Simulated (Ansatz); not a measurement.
Consider the substitution at a C–B bond: `CB(O)O` + `[CH3][GeH2][SH]` → `C[S][GeH2][CH3]` + `OBO`.

Calculated with Ansatz (gas phase, PBE0-D4/def2-TZVP geometries, no zero-point term in ΔE). CCSD(T)/CBS adds triple-zeta CCSD(T) − MP2 to the extrapolated MP2 energy (def2 sets, frozen cores). This one scheme is used for every species. For Ge outer-core shells are correlated without core-valence functions, which leaves a few kJ/mol of doubt a bond. Scalar relativity is left out up to krypton. One conformer a species, not always the lowest.

```csv
species,CCSD(T)/CBS(def2) energy (Eh)
`CB(O)O`,-216.32673
`[CH3][GeH2][SH]`,-2515.57584
`C[S][GeH2][CH3]`,-2554.83183
`OBO`,-177.05255
```

(1) Work out ΔE.

Largest T1 diagnostic among the species: 0.013.

Answers

(1) ΔE = (-2554.83183) + (-177.05255) − (-216.32673) − (-2515.57584) = 0.01819 Eh = +11.4 kcal/mol.

The D4 term adds −0.9 kcal/mol with B3LYP and −0.5 kcal/mol with PBE0; it sums over pairs of atoms, weighted by their polarisabilities, and B3LYP, whose exchange is more repulsive, gets the larger term.

B3LYP here is the variant with VWN-RPA as its local correlation; programs differ in this.
